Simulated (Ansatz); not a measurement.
Ideal-gas functions of dimethyl selenide, C₂H₆Se at 298.15 K and 1 bar, from an Ansatz frequency run at PBE0-D4/def2-TZVP.

Molar mass 109.03 g/mol, point group C2v (symmetry number 2), electronic degeneracy 1, moments of inertia 43.982, 73.356, 110.885 u Å². Harmonic wavenumbers (cm⁻¹, unscaled): 152, 157, 213, 615, 630, 860, 898, 928, 981, 1297, 1319, 1451, 1460, 1465, 1472, 3062, 3066, 3155, 3161, 3168, 3169.

Use S(trans) = R[1.5 ln M + 2.5 ln T − 1.1517]; rotational temperatures θ = 24.2544 K / I; S(rot) = R[ln(√π/σ · √(T³/θAθBθC)) + 1.5]; for each mode x = 1.438777 ν̃/T, S = R[x/(eˣ − 1) − ln(1 − e⁻ˣ)] and H = RT x/(eˣ − 1); 1 cm⁻¹ = 0.0119627 kJ/mol; R = 8.31446 J/(mol·K).

**Question.** By hand: the entropy, in J/(mol·K).

**Answer.** Translation 167.4. Rotation: θ = 0.5515, 0.3306, 0.2187 K, giving 95.9. Vibration, mode by mode: 11.08, 10.82, 8.44, 1.78, 1.68, 0.68, 0.59, 0.52, 0.42, 0.12, 0.11, 0.06, 0.06, 0.06, 0.06, 0.00, 0.00, 0.00, 0.00, 0.00, 0.00, in all 36.5. Electronic 0.0. Sum 299.8 J/(mol·K).

**Question.** By hand: H − E and G − E in kJ/mol, counted from the electronic energy.

**Answer.** Zero-point energy ½ × 32679 × 0.0119627 = 195.5; thermal vibration 6.2; translation, rotation and pV give 4 RT = 9.9. H − E = 211.6 kJ/mol, and G − E = 211.6 − 298.15 × 299.8/1000 = 122.2 kJ/mol.

Vibration gives 12 % of the entropy.
